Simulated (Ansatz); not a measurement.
Job for Ansatz (a program for electronic structure): R-CCSD(T)/aug-cc-pVTZ on Br2Ge (SMILES [Br][Ge][Br]), atoms moved off the minimum. The run froze 42 orbitals, filled d shells among them.

Ansatz 0.2 input:
```yaml
crystal:
  periodic: [false, false, false]
  atoms:
    - {symbol: Ge, position_ang: [0.06689893, -0.07512383, 1.03023383]}
    - {symbol: Br, position_ang: [0.94479326, -1.57644533, -0.39938347]}
    - {symbol: Br, position_ang: [-1.14940645, 1.58837524, -0.48793855]}
basis:
  gaussian:
    orbitals: aug-cc-pVTZ
magnetization: {spin_polarized: false}
correlation: {method: ccsd_t, electrons: outside_noble_gas}
scf: {lower_state_search: off}
output: {forces: true}
```

**Question.** What total energy does the run end on?

**Answer.** -7220.8892 hartree (reference determinant -7220.4180, T1 diagnostic 0.016).

**Question.** How many basis functions does it have, and what does it roughly cost on one machine?

**Answer.** 177 functions; roughly 2.3 core-minutes.
